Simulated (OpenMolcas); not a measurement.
Ir4+ among 4 point charges of -2.5 e arranged as a tetrahedron (Td), 2.21 Å from the ion.

```json
{
  "Program": "OpenMolcas 26.06",
  "Method": "CASSCF",
  "Basis": "ANO-RCC-VDZP [7s6p4d2f]",
  "Scalar Hamiltonian": "DKH2, point nucleus",
  "Active space": "5 electrons in 5 orbitals (5d)",
  "State averaging": "2S+1 = 6 even, 1 root; 2S+1 = 4 even, 24 roots; 2S+1 = 2 even, 75 roots",
  "Spin-orbit coupling": "state interaction with AMFI integrals over the reference wave functions"
}
```

(1) What is the spin-free ground state (labels of Td)?

(2) What are the lowest two levels with spin-orbit coupling?

(3) What is χT at 300 K?

(4) Which ligand-field parameters describe the states?

Answers

(1) 6A1, 1-fold in its orbital part, 100 % from free-ion S terms; it has the highest spin that d5 allows.

(2) A 4-fold level Γ8, then a 2-fold level Γ7 20.1 cm-1 above it. Their leading multiplicities are 6 (87 %) and 6 (87 %).

(3) 4.14 cm3 K/mol.

(4) A least-squares ligand-field fit to the states below 45000 cm-1, each weighted by its degeneracy and with a free common offset, gives 10Dq = -2766 cm-1 (negative for this site), B = 903 cm-1 and C = 3729 cm-1 (C/B = 4.13), with an rms deviation of 40 cm-1. 

Without dynamic correlation the repulsion within the d shell is too large (B by tens of per cent), so at a given field states of lower spin stand too high. Point charges give a weaker field than real ligands, and real ions of this kind are as a rule low spin; the high spin found here belongs to the model. This is an electrostatic model: the charges have no orbitals. No measured value stands beside these numbers.
